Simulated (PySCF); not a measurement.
# Stretching HgO⁺

Set-up: basis Hg def2-SVP with ECP60, O def2-SVP; scalar-relativistic core potentials; PySCF 2.14. Energies in eV from Hg⁺ + O in their ground configurations at the same level. State: ²Π (doublet), unpaired electrons π ↑.

All columns are LDA. A positive dipole points towards O; it is taken about the centre of mass and depends on that origin.

```tsv
R (Å)	E (eV)	μ (D)	Mulliken charge on Hg (basis-dependent)	HOMO (eV)	LUMO (eV)	Mayer bond order	⟨S²⟩
1.740	-1.637	-1.93	1.07	-14.44	-14.40	1.44	0.76
1.821	-1.990	-1.88	1.06	-14.30	-14.24	1.37	0.76
1.902	-2.136	-1.81	1.04	-14.14	-14.07	1.31	0.77
1.962	-2.153	-1.74	1.03	-14.02	-13.94	1.27	0.78
2.023	-2.114	-1.66	1.02	-13.91	-13.81	1.23	0.78
2.084	-2.036	-1.58	1.01	-13.79	-13.69	1.20	0.79
2.165	-1.889	-1.46	0.99	-13.64	-13.71	1.15	0.81
2.266	-1.669	-1.29	0.98	-13.47	-13.86	1.09	0.85
2.387	-1.390	-1.07	0.95	-13.27	-14.03	0.99	0.92
2.549	-1.043	-0.76	0.93	-13.03	-14.20	0.81	1.07
```

A fit through these points gives, at Re = 1.948 Å, μ = -1.76 D and dμ/dR = 1.16 D/Å; the reduced mass is 14.82 u.

Problem. How strong is the fundamental in the double-harmonic approximation, I = 42.26·(dμ/dR)²/μred km/mol?

Solution. I = 42.26·(1.16)²/14.82 = 3.84 km/mol at LDA.

⟨S²⟩ of the unrestricted solution departs from its pure value on part of the curve, where spin states mix. These are scalar-relativistic numbers at best; spin–orbit coupling would shift them, the dissociation energy most. For an ion De counts to the pair picked by the measured ionisation energies or electron affinities, which need not be the lowest pair at this level. The state was picked by a PBE0 search and need not be the measured ground state.

At some distances an empty level lies below a filled one, because the occupation is held.
